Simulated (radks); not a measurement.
Question: Dipole-allowed excitations along the series with 28 electrons in [Ar] 3d10. Method: non-relativistic Kohn-Sham, PBE, spin-unpolarised, spherical densities, point nucleus; computed with a radial shooting solver on a logarithmic mesh with Libxc functionals. Time-dependent linear response with the Hartree and adiabatic LDA kernel, continuum included through the Sternheimer equations. Lines are the poles of the dipole polarisability below minus the highest occupied eigenvalue, found on a grid refined at the orbital gaps; the lowest seven at most are given, and weak or close lines can be missed. The first line takes the name of the lowest orbital gap if no other gap lies below it; otherwise a line is named after a gap within 0.6 % of it, if that gap stands alone.

| species | -e(HOMO) (eV) | lowest orbital gap (eV) | first line (eV) | f | strongest line (eV) | its f | static alpha (bohr^3) |
|---|---|---|---|---|---|---|---|
| Se6+ | 140.70 | 3d-4p 66.641 | 67.674 (3d-4p) | 0.542 | 107.38 (3d-4f) | 0.871 | 0.3827 |
| Br7+ | 176.89 | 3d-4p 83.269 | 84.425 (3d-4p) | 0.537 | 131.65 (unassigned) | 1.16 | 0.2783 |
| Rb9+ | 259.07 | 3d-4p 120.81 | 122.21 (3d-4p) | 0.520 | 184.67 (unassigned) | 1.63 | 0.1625 |
| Sr10+ | 304.99 | 3d-4p 141.68 | 143.21 (3d-4p) | 0.511 | 213.34 (unassigned) | 1.98 | 0.1287 |

Estimate the first line of Kr8+, its oscillator strength and the static polarisability.

Answer: 102.61 eV (3d-4p), f = 0.529, alpha = 0.2097 bohr^3.
